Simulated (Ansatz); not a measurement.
Relaxation of C5H10Sn (16 atoms, charge 0, multiplicity 1), to a largest force component of 0.015 eV/Å in at most 40 steps.

Level of theory: RHF/def2-SVP in Ansatz.

```xyz
16
Properties=species:S:1:pos:R:3
C 1.009 -2.652 1.108
C 1.217 -1.340 0.968
C 1.444 -0.066 0.826
Sn 0.187 1.188 -0.194
C -0.110 0.452 -2.213
C -1.786 1.117 0.797
H 1.679 -3.249 1.625
H 0.091 -2.999 0.669
H 2.387 0.366 1.299
H 0.710 2.825 -0.187
H -0.492 -0.586 -2.151
H -0.820 1.106 -2.720
H 0.820 0.520 -2.728
H -2.537 1.751 0.271
H -2.152 0.039 0.817
H -1.669 1.504 1.858
```

Task: Where does it end, and by what steps?

Result: The forces met the threshold. After 38 steps the energy has fallen by 2.856 eV; H7 moved furthest, 1.69 Å.

```
step  energy less start (eV)  largest force component (eV/Å)  accepted
   0                  0.0000                           2.622       yes
   2                 -1.4653                           1.880       yes
   4                 -2.4537                           1.307       yes
   6                 -2.7142                           0.724       yes
   8                 -2.7555                           0.665        no
  10                 -2.8418                           0.061       yes
  12                 -2.8458                           0.026       yes
  14                 -2.8476                           0.133       yes
  16                 -2.8483                           0.098       yes
  18                 -2.8501                           0.130       yes
  20                 -2.8509                           0.069       yes
  22                 -2.8465                           0.322        no
  24                 -2.8528                           0.029       yes
  26                 -2.8536                           0.091       yes
  28                 -2.8545                           0.045       yes
  30                 -2.8551                           0.131       yes
  32                 -2.8524                           0.202        no
  34                 -2.8428                           0.339        no
  36                 -2.8560                           0.057       yes
  38                 -2.8562                           0.009       yes
```

```xyz
16
Properties=species:S:1:pos:R:3
C 1.550 -2.677 0.646
C 1.296 -1.441 0.971
C 1.031 -0.204 1.263
Sn 0.022 1.120 -0.117
C -0.217 0.105 -2.007
C -1.890 1.683 0.724
H 2.481 -2.947 0.163
H 0.840 -3.467 0.862
H 1.329 0.160 2.244
H 0.995 2.525 -0.304
H -0.783 -0.817 -1.871
H -0.751 0.741 -2.714
H 0.756 -0.147 -2.430
H -2.412 2.372 0.059
H -2.513 0.799 0.868
H -1.755 2.172 1.690
```

The run took 2.4 min on 2 threads of Intel(R) Xeon(R) Platinum 8488C (Sapphire Rapids) (shared host), peak memory 0.45 GiB.
